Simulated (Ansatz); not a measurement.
Cartesian coordinates in Å:
```
F -1.8839 0.4749 -0.7996
C -1.2182 0.5540 0.3151
F -1.9551 1.1081 1.2425
C 0.0199 0.1505 0.5332
C 0.9148 -0.4847 -0.4672
F 2.0275 0.2454 -0.6395
F 0.3513 -0.6446 -1.6635
F 1.3142 -1.6939 -0.0440
H 0.4294 0.2903 1.5230
```

The species carries charge 0 and has multiplicity 1.

List the PBE/def2-TZVPP orbital energies in eV (Ansatz 0.2.0). (An estimate is asked.)

Computed: Occupied: -662.00, -661.94, -661.12, -660.97, -660.97, -275.77, -274.30, -270.02, -33.45, -33.24, -31.73, -30.88, -30.72, -20.86, -17.94, -16.57, -15.36, -15.09, -14.76, -14.51, -13.62, -12.67, -11.42, -11.35, -11.28, -11.23, -10.70, -10.29, -10.13, -9.64, -9.62, -7.17. Lowest empty: -1.44, 0.59, 1.17, 2.05, 2.42, 2.93, 3.36, 4.40.
